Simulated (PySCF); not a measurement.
# NMR problem set

[PySCF 2.14: NMR shieldings at PBE0/pcSseg-1/GIAO; GFN2-xTB geometry; non-relativistic Hamiltonian; one conformer; equivalent nuclei averaged; no solvent model]

Scale: 1H and 13C vs TMS (reference shieldings calculated alike). Splittings of carbon signals by F and P are missing where no couplings were computed. Where no couplings were computed, multiplicities follow the n + 1 count of equivalent neighbours, and m marks all less simple cases (inequivalent or close neighbours, rings, F or P nearby). Acid and N–H amide carbonyl carbons lie up to 10 ppm further downfield in solution (hydrogen bonding). Shifts are as computed. Against solution values, carbons near 30 ppm lie about +3 ppm off and those near 130 ppm about +5 ppm. Of 1309 compounds with measured shifts, 239 miss one by over three times the rms of a fit or turn the order of signals round; such compounds aren't used in these exercises. Groups on amide-type nitrogens are kept apart (slow C–N rotation). OH and NH positions are gas-phase values without hydrogen bonding to other molecules.

Task: C6H7FN2Si. 1H NMR (500 MHz, computed): δ 5.65 (m, 2H), 4.68 (q, 2H), 0.64 (t, 3H). 13C{1H} NMR (computed): δ 147.6, 138.1, 121.4, 121.1, 86.6, -6.8. What is it?

Result: SMILES C(/C(=C(/[SiH2]C)C#N)C#N)F. The formula gives 5 degrees of unsaturation (no ring in the answer). 6 carbon signals for 6 carbons: no two carbons are equivalent. Carbon types of the structure: 4 × C, 1 × CH2, 1 × CH3, leaving 2 H on heteroatoms. δC 147.6, 138.1: fully substituted alkene carbon; the olefinic region. δC 121.4, 121.1: nitrile carbon; C≡N carbons fall here, among the sp2 signals but without a proton. δC 86.6: allylic sp3 CH2 bonded to F; the inductive effect lowers its shielding. δC -6.8: methyl carbon bonded to Si; an electropositive neighbour leaves it electron-rich and shielded.

The shifts were computed for this structure.

Task: C6H11NO2Si. 1H NMR (600 MHz, computed): δ 7.35 (d, 1H), 6.82 (d, 1H), 5.21 (br, 1H), 4.93 (br, 1H), 4.12 (t, 3H), 2.87 (t, 2H), 0.78 (m, 2H). 13C{1H} NMR (computed): δ 209.6, 165.2, 143.4, 140.9, 44.8, 4.2. Identify the compound.

Result: `C(C(/C=C/C(N)=O)=O)C[SiH3]`. The formula gives 3 degrees of unsaturation (no ring in the answer). 6 carbon signals for 6 carbons: no two carbons are equivalent. Carbon types of the structure: 2 × C, 2 × CH, 2 × CH2, leaving 5 H on heteroatoms. δC 209.6: ketone carbonyl carbon; low-lying n→π* states of the double bond to the heteroatom give a large paramagnetic term (-277 ppm). δC 165.2: amide carbonyl carbon; it is a carbonyl in resonance with an O or N lone pair, the region of acids, esters and amides. δC 143.4, 140.9: β carbon of a C=C–C=O unit; conjugation with the carbonyl draws π density from the β position. δH 7.35, 6.82: hydrogen on a β carbon of a C=C–C=O unit; attached to an sp2 carbon and in the plane of the double bond.

The data come from this structure; uniqueness wasn't tested.
